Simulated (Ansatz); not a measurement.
Ligand-field states of [VO(NH3)4]2+ (VN₄OH₁₂²⁺) at its PBE-D4/def2-SVP geometry (relaxed as a doublet).

Cartesian coordinates in Å:
```
V 0.114 -0.073 -0.313
O 0.630 -0.400 -1.729
N 1.896 0.696 0.637
H 2.717 0.164 0.295
H 1.950 0.648 1.670
H 2.127 1.678 0.407
N 0.466 -1.930 0.733
H -0.119 -2.133 1.563
H 1.438 -2.078 1.054
H 0.299 -2.720 0.082
N -1.963 -0.654 -0.454
H -2.146 -1.668 -0.354
H -2.307 -0.435 -1.407
H -2.635 -0.201 0.191
N -0.538 1.976 -0.534
H -1.487 2.103 -0.927
H 0.079 2.447 -1.222
H -0.521 2.580 0.307
```

CASSCF(1,5) on the V 3d shell in def2-SVP, averaged with equal weights over 5 doublets, then SC-NEVPT2; Ansatz, no spin–orbit coupling. The space holds no ligand orbitals and no second d shell, so covalent complexes are described poorly.

Q: Estimate the states' energies above the lowest.

A: 
```
    state  CASSCF (cm⁻¹)  NEVPT2 (cm⁻¹)
doublet 1              0              0
doublet 2          15735          19578
doublet 3          16627          23444
doublet 4          16666          23479
doublet 5          32747          38585
```
The lowest NEVPT2 state is a doublet. Hardware: 4 threads of Intel Xeon Platinum 8259CL on a shared host. Wall time 40 s, peak host memory 1.1 GiB.
